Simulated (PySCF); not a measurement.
**ZnN: energy against distance**

Set-up: Zn cc-pVDZ-PP with ECP10, N cc-pVDZ; scalar-relativistic core potentials (PySCF 2.14). Energies in eV from Zn + N in their ground configurations at the same level. All curves are PBE0. state 1: ⁴Σ⁻ (quartet), unpaired electrons σ ↑, π ↑↑; state 2: Ms = 0.5 determinant of mixed spin (⟨S²⟩ near 1.8), unpaired electrons σ ↓, π ↑↑, a second solution, started from another occupation; state 3: Ms = 0.5 determinant of mixed spin (⟨S²⟩ near 1.8), unpaired electrons σ ↑, π ↑↓, a mixture of terms (⟨Lz²⟩ = 2.0), a second solution, started from another occupation; state 4: Ms = 0.5 determinant of mixed spin (⟨S²⟩ near 1.1), unpaired electrons π ↑, a second solution, started from another occupation.

```json
{"R (Å)": "1.770", "state 1": "0.0343", "state 2": "0.3779", "state 3": "0.7660", "state 4": "0.5592"}
{"R (Å)": "1.852", "state 1": "-0.1655", "state 2": "0.2067", "state 3": "0.5920", "state 4": "0.5774"}
{"R (Å)": "1.935", "state 1": "-0.2638", "state 2": "0.1477", "state 3": "0.5238", "state 4": "0.6817"}
{"R (Å)": "1.996", "state 1": "-0.2944", "state 2": "0.1532", "state 3": "0.5186", "state 4": "0.7961"}
{"R (Å)": "2.058", "state 1": "-0.3010", "state 2": "0.1878", "state 3": "0.5393", "state 4": "0.9296"}
{"R (Å)": "2.120", "state 1": "-0.2921", "state 2": "0.2421", "state 3": "0.5768", "state 4": "1.0747"}
{"R (Å)": "2.202", "state 1": "-0.2669", "state 2": "0.3332", "state 3": "0.6413", "state 4": "1.2764"}
{"R (Å)": "2.305", "state 1": "-0.2272", "state 2": "0.4593", "state 3": "0.7296", "state 4": "1.5261"}
{"R (Å)": "2.428", "state 1": "-0.1810", "state 2": "0.6069", "state 3": "0.8294", "state 4": "1.8037"}
{"R (Å)": "2.593", "state 1": "-0.1327", "state 2": "0.7743", "state 3": "0.9370", "state 4": "2.1175"}
```

Problem. Put a parabola through the three lowest points of the state 1 curve and estimate Re, k and ωe (reduced mass 11.49 u; 1 eV/Å² = 0.16022 mdyn/Å; ωe = 1302.8·√(k/μ) cm⁻¹).

Solution. Through R = 1.996, 2.058, 2.12 Å the second-order coefficient is 2.02 eV/Å², so Re ≈ 2.053 Å, k ≈ 0.646 mdyn/Å and ωe ≈ 309 cm⁻¹. A polynomial fit of higher order to the unrounded PBE0 energies gives Re = 2.049 Å, k = 0.685 mdyn/Å, ωe = 318 cm⁻¹; anharmonicity and rounding make the difference.

The higher-order fit for each curve: state 1: Re = 2.049 Å, ωe = 318 cm⁻¹, De = 0.301 eV; state 2: Re = 1.955 Å, ωe = 476 cm⁻¹, minimum 0.146 eV above the ground-state fragments; state 3: Re = 1.975 Å, ωe = 427 cm⁻¹, minimum 0.52 eV above the ground-state fragments. State 4 gave no clean fit.

The bond is weak. Basis-set superposition, not corrected here, can be much of De in a small basis, most of all at correlated wavefunction levels. Functionals without a dispersion term scatter widely for such bonds, and LDA overbinds them. The state was picked by a PBE0 search and need not be the measured ground state.
